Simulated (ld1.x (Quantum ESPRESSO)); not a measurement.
# Ga, RRKJ: configuration errors across variants

gallium, norm-conserving RRKJ (Kleinman–Bylander form), made with ld1.x (Quantum ESPRESSO) 7.5 (LDA (PZ), scalar-relativistic). Core [Ne] 3s2, reference 3p6 3d10 4s1.5 4p1.5. Waves: 4s (bound): rc 1.60 bohr; 3d (bound): rc 0.75 bohr; 4f channel at -0.05 Ry: rc 1.65 bohr; 3p (bound): rc 0.70 bohr. Local part: the p channel. Core correction: none.

Occupied shells without a wave of their own: 4p. They enter only through the test configuration that unscreens the potential.

All-electron excitation energies from the reference (eV): (1) 3p6 3d10 4s2 4p1 -3.263; (2) 3p6 3d10 4s2 4p0.5 -1.143; (3) 3p6 3d10 4s0 4p3 10.281; (4) 3p6 3d9 4s0 4p0 119.951; (5) 3p6 3d10 4s2 4p1 spin -3.397.

Spin tests fill each open shell by Hund’s rule, majority spin first.

Tests that are not counted but printed errors over 1 eV. “base”: 3p6 3d10 4s1 4p0 (solver errors, printed error -5126 eV); 3p6 3d10 4s2 4p0 (solver errors, printed error -18.7 eV); 1 more. “wave 4s (bound): rc 1.60 bohr becomes 4s (bound): rc 1.58 bohr”: 3p6 3d10 4s1 4p0 (solver errors, printed error -5126 eV); 3p6 3d10 4s2 4p0 (solver errors, printed error -18.7 eV); 1 more. “wave 4f channel at -0.05 Ry: rc 1.65 bohr becomes 4f channel at 2.45 Ry: rc 1.65 bohr”: 3p6 3d10 4s1 4p0 (solver errors, printed error -5126 eV); 3p6 3d10 4s2 4p0 (solver errors, printed error -18.7 eV); 1 more. “wave 4f channel at -0.05 Ry: rc 1.65 bohr becomes 4f channel at -0.05 Ry: rc 2.28 bohr”: 3p6 3d10 4s1 4p0 (solver errors, printed error -5126 eV); 3p6 3d10 4s2 4p0 (solver errors, printed error -18.7 eV); 1 more.

6 further variants failed, have other tests or too few solved ones, and are left out.

A true bound ghost makes a file unfit for plane-wave use even where its test errors are small: the radial tests pick states by their node count and pass the ghost by. Where a test does run into it, the solver fails or the error is huge.

The file “local potential the s channel” misses its own reference levels by 1.0 eV.

Errors AE − PS in meV (a dash: test not solved or not reliable):

| change | (1) | (2) | (3) | (4) | (5) | bound ghosts |
| --- | --- | --- | --- | --- | --- | --- |
| base | -6.4 | -15 | +6.4 | +43 | -6.2 | s |
| wave 4s (bound): rc 1.60 bohr becomes 4s (bound): rc 1.58 bohr | -6.4 | -15 | +6.4 | +43 | -6.2 | s |
| local potential the s channel | +457 | +1161 | -2072 | +7282 | +443 | none |
| wave 4f channel at -0.05 Ry: rc 1.65 bohr becomes 4f channel at 2.45 Ry: rc 1.65 bohr | -6.4 | -15 | +6.4 | +43 | -6.2 | s |
| wave 4f channel at -0.05 Ry: rc 1.65 bohr becomes 4f channel at -0.05 Ry: rc 2.28 bohr | -6.4 | -15 | +6.4 | +43 | -6.2 | s |

(1) Give the same row for: type TM; local potential all-electron potential smoothed inside 0.80 bohr (lloc = -1).

Results:

(1) -2.9, -6.8, -4.5, +61, -2.8; bound ghosts: s.
